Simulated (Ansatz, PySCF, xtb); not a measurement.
Breaking a bond: SMILES C=[SiH2] (CH4Si). The C1–Si4 bond (C1 also carries H, H; Si4 carries H, H) is stretched with both fragments frozen at the PBE0/def2-TZVP optimised geometry.

Computed with: UHF/3-21G = unrestricted Hartree-Fock/3-21G (PySCF 2.14.0); GFN1-xTB (xtb); RKS-BP86/6-31G* = PySCF with restricted BP86/6-31G*, spherical d; UCCSD(T) = CCSD(T) on UHF/cc-pVTZ, frozen core (Ansatz, an electronic-structure program).

Energies relative to the lowest point of each curve near equilibrium, in kcal/mol; the last columns give the difference from UCCSD(T):

```tsv
R / Å	UHF/3-21G	GFN1-xTB	RKS-BP86/6-31G*	UCCSD(T)	UHF/3-21G − UCCSD(T)	GFN1-xTB − UCCSD(T)	RKS-BP86/6-31G* − UCCSD(T)
1.37	95.8	122.3	83.6	82.7	13.1	39.5	0.9
1.44	56.4	66.8	47.4	46.3	10.1	20.4	1.1
1.52	27.7	28.7	21.2	20.1	7.6	8.6	1.0
1.58	14.6	12.4	9.4	8.5	6.1	3.9	0.9
1.63	7.5	4.6	3.6	2.9	4.6	1.7	0.7
1.70	1.8	0.0	0.0	0.0	1.8	0.0	0.0
1.78	0.0	1.1	0.9	1.7	-1.7	-0.6	-0.8
1.79	0.1	1.6	1.2	2.1	-2.1	-0.6	-0.9
1.88	2.6	8.4	6.9	8.7	-6.1	-0.3	-1.8
1.97	8.0	18.5	15.4	18.1	-10.1	0.4	-2.7
2.11	19.5	37.3	31.7	35.3	-15.9	1.9	-3.7
2.29	35.9	63.4	54.4	58.0	-22.1	5.4	-3.6
2.54	—	97.8	84.7	85.3	—	12.6	-0.6
2.80	—	124.2	111.7	107.0	—	17.2	4.7
3.02	—	—	130.4	119.5	—	—	10.9
3.41	—	—	155.4	130.0	—	—	25.4
3.68	—	—	167.7	132.5	—	—	35.2
4.10	—	—	—	133.9	—	—	—
4.54	—	—	—	134.3	—	—	—
5.05	—	—	—	134.5	—	—	—
5.86	—	—	—	134.6	—	—	—
```

UHF/3-21G is furthest from UCCSD(T) at 2.29 (-22.1 kcal/mol, below); its mean absolute difference over the points is 8.4 kcal/mol.

GFN1-xTB is furthest from UCCSD(T) at 1.37 (39.5 kcal/mol, above); its mean absolute difference over the points is 8.1 kcal/mol.

RKS-BP86/6-31G* is furthest from UCCSD(T) at 3.68 (35.2 kcal/mol, above); its mean absolute difference over the points is 5.6 kcal/mol.

A dash means that the run gave no value there, or that the column was ended at a point which the program doubted or which failed a test of continuity chosen for this set; such a test can also cut sound points.

The unrestricted determinant behind UHF/3-21G is spin-contaminated at 1.58 to 5.86 Å (<S²> up to 1.6, against 0.00 for a pure singlet). The restricted form behind RKS-BP86/6-31G* keeps the bonding electrons paired and can't separate into open-shell fragments. The unrestricted determinant behind UCCSD(T) is spin-contaminated at 1.63 to 5.86 Å (<S²> up to 2.0, against 0.00 for a pure singlet).
